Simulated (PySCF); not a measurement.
# Heteronuclear NMR

Atoms are numbered as in `[CH3:1][Si@H:2]1[Si@@H:3]([Cl:4])[Si@H:5]([PH2:6])[Si@H:7]1[Cl:8]`. Hydrogens are named by the atom that carries them.

PySCF calculation with structure optimised with GFN2-xTB and shieldings: GIAO PBE0/pcSseg-1; no relativistic terms, no solvent, one conformer, fast rotation and ring inversion assumed for equivalent nuclei.

**Question.** Predict the $^{31}$P NMR data.

**Answer.** 
```csv
atoms,environment,σ (ppm),δ (ppm)
P6,"phosphorus bonded to Si, 2 H",630.5,-252.2
```

Shieldings were converted by a linear fit to measured shifts: $^{31}$P: δ = 270.09 − 0.828σ (rms 18.1 ppm, 64 shifts vs H3PO4, solution or neat liquid). A few per cent of atoms miss by over 2 rms, more outside the fitted compound classes.

On a 600 MHz spectrometer $^{31}$P resonates near 242.9 MHz, so 1 ppm is 242.9 Hz.

**Question.** Predict the $^{29}$Si NMR data.

**Answer.** 
| atoms | environment | σ (ppm) | δ (ppm) |
| --- | --- | --- | --- |
| Si3/Si7 | silicon bonded to Cl, 2 Si, H, in a 4-membered ring | 341.0 | -0.3 |
| Si2 | silicon bonded to C, 2 Si, H, in a 4-membered ring | 381.8 | -33.8 |
| Si5 | silicon bonded to P, 2 Si, H, in a 4-membered ring | 404.4 | -52.4 |

Shieldings were converted by a linear fit to measured shifts: $^{29}$Si (scatter 8.9 ppm rms, 25.8 ppm with the 6 outliers that the fit left out vs TMS, solution or neat liquid). A few per cent of atoms miss by over 2 rms, more outside the fitted compound classes.

On a 500 MHz spectrometer $^{29}$Si resonates near 99.3 MHz, so 1 ppm is 99.3 Hz.
